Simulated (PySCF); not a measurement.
The same groups moved round the core (butadiene methyl+boryl). Isolated molecules, 0 K electronic values unless said otherwise. One relaxed conformer stands for each flexible species; it need not be the lowest. Strings in code marks are SMILES.

Method: CAM-B3LYP-D3(BJ)/def2-TZVP (PySCF 2.14.0). All candidates: neutral, multiplicity 1. Excitations are Tamm–Dancoff values on a coarser integration grid. The basis has no diffuse functions, so Rydberg states are missing or too high.

| Item | Value |
|---|---|
| T1 excitation (TDA) | 2.85 eV |
| HOMO | -8.43 eV |
| HOMO–LUMO gap | 7.28 eV |

Task: Name which member has these values.
A. `B/C=C/C=C\C`
B. `B/C=C/C(=C)C`
C. `B/C(C=C)=C/C`
D. `B/C=C\C=C/C`

Result: B, `B/C=C/C(=C)C`. The others give `B/C=C\C=C/C`: 2.65 eV, -8.12 eV, 7.01 eV; `B/C(C=C)=C/C`: 3.04 eV, -8.02 eV, 7.40 eV; `B/C=C/C=C\C`: 2.72 eV, -8.20 eV, 7.09 eV
